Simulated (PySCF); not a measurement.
PySCF input file for Al(Cl)2(OH) (AlCl2HO), SMILES [OH][Al]([Cl])[Cl], TDDFT-ωB97X/def2-SVPD. Coordinates come from a PBE0-D3(BJ)/def2-SVP optimisation. The geometry has at least one imaginary mode, so it is a saddle point at that level. Other conformers were not sampled.

```python
import numpy as np
from pyscf import gto, scf, dft, tdscf

mol = gto.M(
    atom='''
    Al    0.00000000    0.00000000    0.36881281
    Cl    0.00000000   -1.78839026   -0.70207666
    Cl    0.00000000    1.78839026   -0.70207666
    O     0.00000000    0.00000000    2.01437086
    H     0.00000000    0.00000000    2.96107303
    ''',
    basis='def2-SVPD',
    charge=0,
    spin=0,
    symmetry=True,
    max_memory=1600,
    verbose=4,
)
mf = dft.RKS(mol, xc='wb97x').density_fit(auxbasis='def2-universal-jkfit')
mf.grids.level = 3
mf.conv_tol = 1e-9
mf.max_cycle = 100
mf.kernel()
mf.grids = dft.Grids(mol).set(level=1).build(with_non0tab=True)  # coarser grid for the response kernel
td = tdscf.TDDFT(mf)
td.singlet = True
td.nstates = 10
td.conv_tol = 1e-4
td.kernel(x0=td.get_init_guess(mf, 15))
td.analyze()
tt = tdscf.TDA(mf)
tt.singlet = False
tt.nstates = 4
tt.conv_tol = 1e-4
tt.kernel(x0=tt.get_init_guess(mf, 9))
tt.analyze(verbose=3)
```

Log of the run:

```
PySCF version 2.14.0

[INPUT] verbose = 4
[INPUT] num. atoms = 5
[INPUT] num. electrons = 56
[INPUT] charge = 0
[INPUT] spin (= nelec alpha-beta = 2S) = 0
[INPUT] symmetry True subgroup None
[INPUT] Mole.unit = angstrom
[INPUT] Symbol           X                Y                Z      unit          X                Y                Z       unit  Magmom
[INPUT]  1 Al     0.000000000000   0.000000000000   0.368812810000 AA    0.000000000000   0.000000000000   0.696955202131 Bohr   0.0
[INPUT]  2 Cl     0.000000000000  -1.788390260000  -0.702076660000 AA    0.000000000000  -3.379567795240  -1.326732605849 Bohr   0.0
[INPUT]  3 Cl     0.000000000000   1.788390260000  -0.702076660000 AA    0.000000000000   3.379567795240  -1.326732605849 Bohr   0.0
[INPUT]  4 O      0.000000000000   0.000000000000   2.014370860000 AA    0.000000000000   0.000000000000   3.806609238705 Bohr   0.0
[INPUT]  5 H      0.000000000000   0.000000000000   2.961073030000 AA    0.000000000000   0.000000000000   5.595617061536 Bohr   0.0

nuclear repulsion = 244.204582694266
point group symmetry = C2v
symmetry origin: [0. 0. 0.]
symmetry axis x: [-1. -0. -0.]
symmetry axis y: [0. 1. 0.]
symmetry axis z: [0. 0. 1.]
num. orbitals of irrep A1 = 46
num. orbitals of irrep A2 = 12
num. orbitals of irrep B1 = 20
num. orbitals of irrep B2 = 31
number of shells = 45
number of NR pGTOs = 175
number of NR cGTOs = 109
basis = def2-SVPD
ecp = {}


[settings echo left out]
init E= -1238.55531920364
HOMO (B2) = -0.442172911867043  LUMO (A1) = -0.0703944375856662  gap/eV = 10.11661
cycle= 1 E= -1238.31646207928  delta_E= 0.239  |g|= 0.713  |ddm|= 2.79
HOMO (B2) = -0.323015477308336  LUMO (A1) = 0.0185136256173628  gap/eV = 9.29348
cycle= 2 E= -1238.31743852082  delta_E= -0.000976  |g|= 0.771  |ddm|= 1.37
HOMO (B2) = -0.422284568371562  LUMO (A1) = 0.0181618853552949  gap/eV = 11.98516
cycle= 3 E= -1238.42555791441  delta_E= -0.108  |g|= 0.0633  |ddm|= 0.551
HOMO (B2) = -0.427306299055222  LUMO (A1) = 0.0235543058566576  gap/eV = 12.26854
cycle= 4 E= -1238.42656679389  delta_E= -0.00101  |g|= 0.0223  |ddm|= 0.0997
HOMO (B2) = -0.425575810068169  LUMO (A1) = 0.0232892135278191  gap/eV = 12.21424
cycle= 5 E= -1238.42672191731  delta_E= -0.000155  |g|= 0.00308  |ddm|= 0.0414
HOMO (B2) = -0.425446501576928  LUMO (A1) = 0.0234141601051832  gap/eV = 12.21412
cycle= 6 E= -1238.42672761699  delta_E= -5.7e-06  |g|= 0.00068  |ddm|= 0.00951
HOMO (B2) = -0.425533584604621  LUMO (A1) = 0.023307241169638  gap/eV = 12.21358
cycle= 7 E= -1238.42672791676  delta_E= -3e-07  |g|= 0.000159  |ddm|= 0.00282
HOMO (B2) = -0.425517241885216  LUMO (A1) = 0.0233182695737844  gap/eV = 12.21344
cycle= 8 E= -1238.42672793501  delta_E= -1.83e-08  |g|= 4.69e-05  |ddm|= 0.000667
HOMO (B2) = -0.425528030178273  LUMO (A1) = 0.0233132949951784  gap/eV = 12.21359
cycle= 9 E= -1238.42672793651  delta_E= -1.5e-09  |g|= 1.01e-05  |ddm|= 0.000156
HOMO (B2) = -0.425527376658984  LUMO (A1) = 0.0233135192635325  gap/eV = 12.21358
cycle= 10 E= -1238.42672793659  delta_E= -8.41e-11  |g|= 1.97e-06  |ddm|= 4.48e-05
HOMO (B2) = -0.425527546469764  LUMO (A1) = 0.023313488165992  gap/eV = 12.21359
Extra cycle  E= -1238.42672793659  delta_E= -5e-12  |g|= 7.58e-07  |ddm|= 9.61e-06
converged SCF energy = -1238.42672793659
tot grids = 26640


******** <class 'pyscf.tdscf.rks.TDDFT'> for <class 'pyscf.df.df_jk.DFSymAdaptedRKS'> ********
nstates = 10 singlet
deg_eia_thresh = 1.000e-03
wfnsym = None
conv_tol = 0.0001
eigh lindep = 1e-12
eigh level_shift = 0
eigh max_cycle = 100


Excitation energies (eV)
[7.18613428 7.58996589 7.66698312 7.77477669 7.93414175 7.97412908
 8.48375825 8.50052788 8.51997278 8.55297842]

** Singlet excitation energies and oscillator strengths **
Excited State   1:   B2      7.18613 eV    172.53 nm  f=0.0003
      24 -> 29        0.10838
      28 -> 29        0.65343
      28 -> 31        0.11919
      28 -> 32       -0.15116
Excited State   2:   A2      7.58997 eV    163.35 nm  f=0.0000
      27 -> 29       -0.65470
      27 -> 31       -0.17803
      27 -> 32        0.14403
Excited State   3:   B1      7.66698 eV    161.71 nm  f=0.0041
      23 -> 29        0.16920
      26 -> 29       -0.63957
      26 -> 32        0.17480
Excited State   4:   A2      7.77478 eV    159.47 nm  f=0.0000
      28 -> 30        0.69400
Excited State   5:   B2      7.93414 eV    156.27 nm  f=0.1121
      22 -> 29       -0.12645
      24 -> 29       -0.61727
      24 -> 32        0.18147
      27 -> 30        0.16890
      28 -> 29        0.10078
      28 -> 31        0.11882
Excited State   6:   A1      7.97413 eV    155.48 nm  f=0.0563
      25 -> 29       -0.64676
      25 -> 31       -0.16996
      25 -> 32        0.13527
      28 -> 33        0.10710
Excited State   7:   B1      8.48376 eV    146.14 nm  f=0.0759
      23 -> 29       -0.40260
      23 -> 32        0.11460
      25 -> 30        0.53049
      26 -> 29       -0.10414
      26 -> 31       -0.11057
Excited State   8:   A2      8.50053 eV    145.85 nm  f=0.0000
      24 -> 30       -0.69096
Excited State   9:   B1      8.51997 eV    145.52 nm  f=0.1393
      23 -> 29        0.48144
      23 -> 32       -0.13378
      25 -> 30        0.44376
      26 -> 29        0.11993
      26 -> 31        0.13477
Excited State  10:   B2      8.55298 eV    144.96 nm  f=0.1004
      22 -> 29        0.21080
      24 -> 29        0.10932
      27 -> 30        0.63375

** Transition electric dipole moments (AU) **
state          X           Y           Z        Dip. S.      Osc.
  1        -0.0000     -0.0440     -0.0000      0.0019      0.0003
  2        -0.0000     -0.0000      0.0000      0.0000      0.0000
  3        -0.1483      0.0000      0.0000      0.0220      0.0041
  4        -0.0000     -0.0000      0.0000      0.0000      0.0000
  5        -0.0000     -0.7594      0.0000      0.5767      0.1121
  6         0.0000     -0.0000     -0.5368      0.2881      0.0563
  7        -0.6043     -0.0000     -0.0000      0.3652      0.0759
  8         0.0000      0.0000     -0.0000      0.0000      0.0000
  9         0.8170      0.0000      0.0000      0.6675      0.1393
 10         0.0000      0.6921     -0.0000      0.4789      0.1004

** Transition velocity dipole moments (imaginary part, AU) **
state          X           Y           Z        Dip. S.      Osc.
  1        -0.0000     -0.0107     -0.0000      0.0001      0.0003
  2        -0.0000     -0.0000      0.0000      0.0000      0.0000
  3        -0.0404      0.0000     -0.0000      0.0016      0.0039
  4         0.0000      0.0000     -0.0000      0.0000      0.0000
  5        -0.0000     -0.2240      0.0000      0.0502      0.1147
  6         0.0000     -0.0000     -0.1568      0.0246      0.0559
  7        -0.1848      0.0000     -0.0000      0.0341      0.0730
  8        -0.0000      0.0000      0.0000      0.0000      0.0000
  9         0.2515     -0.0000      0.0000      0.0633      0.1347
 10        -0.0000      0.2176     -0.0000      0.0473      0.1004

** Transition magnetic dipole moments (imaginary part, AU) **
state          X           Y           Z
  1         0.6348     -0.0000      0.0000
  2        -0.0000     -0.0000      0.9325
  3         0.0000     -0.9020      0.0000
  4        -0.0000     -0.0000      0.0745
  5        -0.3492      0.0000     -0.0000
  6         0.0000     -0.0000      0.0000
  7         0.0000      0.4616      0.0000
  8        -0.0000     -0.0000      0.8380
  9        -0.0000     -0.1529     -0.0000
 10         0.2300     -0.0000     -0.0000


******** <class 'pyscf.tdscf.rks.TDA'> for <class 'pyscf.df.df_jk.DFSymAdaptedRKS'> ********
nstates = 4 triplet
deg_eia_thresh = 1.000e-03
wfnsym = None
conv_tol = 0.0001
eigh lindep = 1e-12
eigh level_shift = 0
eigh max_cycle = 100


Excitation energies (eV)
[6.91473342 7.37486515 7.42729265 7.5072544 ]

** Triplet excitation energies and oscillator strengths **
Excited State   1:   B2      6.91473 eV    179.30 nm  f=0.0000
Excited State   2:   A2      7.37487 eV    168.12 nm  f=0.0000
Excited State   3:   B1      7.42729 eV    166.93 nm  f=0.0000
Excited State   4:   B2      7.50725 eV    165.15 nm  f=0.0000
```

The calculation finished and met its thresholds.
